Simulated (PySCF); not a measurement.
**RuF₄ + 2 O₂ → RuO₄ + 2 F₂**

Level: PBE0 in the def2-SVP basis family, computed in PySCF with density fitting; scalar-relativistic core potentials for atoms from Rb on, none lighter, no spin–orbit coupling; open shells unrestricted.

```
species                                                     state and structure      E (Eh)  ZPE (kJ/mol)  H(298 K) − H(0) (kJ/mol)  S° (J/(mol K))
   RuF₄  quintet, D2d, Ru–F 1.837 Å (×4); F–Ru–F 90.7° (×4), F–Ru–F 167.6° (×2)  -493.56713          22.7                      18.6           341.7
     O₂                                               triplet, D∞h, O–O 1.188 Å  -150.05231          10.6                       8.7           204.8
   RuO₄                                          singlet, Td, Ru–O 1.664 Å (×4)  -395.12400          35.3                      14.8           284.5
     F₂                                               singlet, D∞h, F–F 1.376 Å  -199.15566           6.5                       8.7           201.9
```

What is the electronic reaction energy?

At PBE0/def2-SVP, ΔE = 620.7 kJ/mol from the differences of the total energies times 2625.5, uphill. 

Add zero-point, thermal and entropy terms for 298.15 K and 1 bar.

ΔZPE = 4.4 and Δ[H(298) − H(0)] = -3.8 kJ/mol give ΔH° = 621.3 kJ/mol. ΔS° = -63.0 J/(mol K), so ΔG° = 621.3 − 298.15 × (-0.0630) = 640 kJ/mol.

Open d or f shells are single determinants, so the state found may not be the ground state. The structures come from searches over a few start shapes, so lower isomers are not excluded.
